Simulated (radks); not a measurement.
Spherical jellium clusters: N electrons in a uniform positive sphere of charge N and radius rs N^(1/3), rs = 2.32 bohr. Method: non-relativistic Kohn-Sham, LDA (Slater exchange, Perdew-Wang correlation), spin-polarised, spherical densities; computed with a radial shooting solver with Libxc functionals. Levels are named by radial order and angular momentum (1s, 1p, 1d, 2s, ...), and open shells are averaged over m.

N = 7, configuration 1s2 1p(up 3, down 2). This is the lowest configuration that the search found. Occupied and some empty levels:

| level | occupation | eigenvalue (eV) | <r> (bohr) |
|---|---|---|---|
| 1s up | 1 | -8.3443 | 3.076 |
| 1s down | 1 | -8.0015 | 3.081 |
| 1p up | 3 | -4.6651 | 4.071 |
| 1p down | 2 | -4.3428 | 4.120 |
| 2s up | 0 | -1.2921 | 6.446 |
| 2s down | 0 | -1.1709 | 6.646 |
| 1d up | 0 | -1.0688 | 5.604 |
| 1d down | 0 | -0.85615 | 5.814 |

Energy (eV): total -5.64755, kinetic 28.628, external -335.84, Hartree 157.93, exchange-correlation -36.638, background 180.26.
